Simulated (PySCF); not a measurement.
**What binds TaN: the parts of the energy along the bond**

State: ¹Σ⁺, singlet, closed shell. RHF-based CCSD(T) in PySCF 2.14 with Ta cc-pVTZ-PP with ECP60, N cc-pVTZ and Ta cc-pVQZ-PP with ECP60, N cc-pVQZ (frozen core orbitals: 5; scalar-relativistic core potentials). Correlation energies are extrapolated as n⁻³ (n = 3, 4), Hartree–Fock as (n+1)·exp(−9√n). CV is the change on freezing 0 orbitals instead, in Ta cc-pwCVTZ-PP with ECP60, N cc-pwCVTZ. All energies in eV from Ta (5d3 6s2) + N.

```csv
R (Å),HF/CBS,CCSD corr.,(T),CV,total
1.4694,-0.183,-4.099,-0.4440,-0.2740,-4.999
1.5362,-0.993,-4.301,-0.5081,-0.2294,-6.031
1.6030,-1.318,-4.491,-0.5769,-0.1918,-6.578
1.6698,-1.279,-4.674,-0.6500,-0.1607,-6.764
1.7366,-0.968,-4.854,-0.7270,-0.1352,-6.684
1.8201,-0.311,-5.078,-0.8277,-0.1098,-6.326
1.9036,0.545,-5.306,-0.9319,-0.0895,-5.783
```

A fit to the total gives Re = 1.6799 Å, De = 6.767 eV, ωe = 1084.1 cm⁻¹, Be = 0.4596 cm⁻¹ (masses 180.9480 and 14.0031 u).

**Question.** At R = 1.6698 Å the CCSD correlation energy is -0.358137 hartree in the smaller basis and -0.372796 in the larger. Extrapolate it.

**Answer.** (4³·E4 − 3³·E3)/(4³ − 3³) = -0.38349 hartree; the larger basis holds 97.2 % of it.

The T1 diagnostic is 0.036, large enough to doubt a single reference. The open-shell atoms are computed with UHF. Spin–orbit coupling, excitations beyond (T) and corrections to the Born–Oppenheimer picture are left out, and spin–orbit coupling matters for open p, d or f shells this heavy.
